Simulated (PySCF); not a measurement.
C3H4BCl, SMILES C#CB(C)Cl.

Coordinates come from a PBE0-D3(BJ)/def2-SVP optimisation. The structure was generated by enumeration, and PubChem lists no compound with its InChIKey, so it may never have been made.

Two levels are set side by side: PBE/def2-TZVP (PySCF) and M06-2X/def2-TZVP (PySCF). Same geometry, gas phase. Differences are taken from unrounded values.

| quantity | M06-2X |
|---|---|
| orbital gap (eV) | 8.52 |
| highest occupied level (eV) | -9.54 |
| lowest empty level (eV) | -1.02 |
| dipole moment (D) | 1.62 |
| mean polarisability (bohr³) | 59.0 |

Question: What does PBE give, and how far is it from M06-2X? (The exact figures need the calculation; the answer reports its results.)

Answer: 
```
quantity                       PBE  PBE minus M06-2X
---------------------------  -----  ----------------
orbital gap (eV)              4.22             -4.30
highest occupied level (eV)  -7.04              2.50
lowest empty level (eV)      -2.82             -1.79
dipole moment (D)             1.49             -0.13
mean polarisability (bohr³)   62.3               3.3
```

PBE's occupied levels lie high since its potential decays too fast outside the molecule; exact exchange lowers them and widens the gap. Loosely held outer electrons make PBE densities more polarisable. Differences between two approximate levels are no errors against the true value.

Rough cost on one machine, each run with all the roots and properties that it gave: M06-2X against PBE about 4 times.
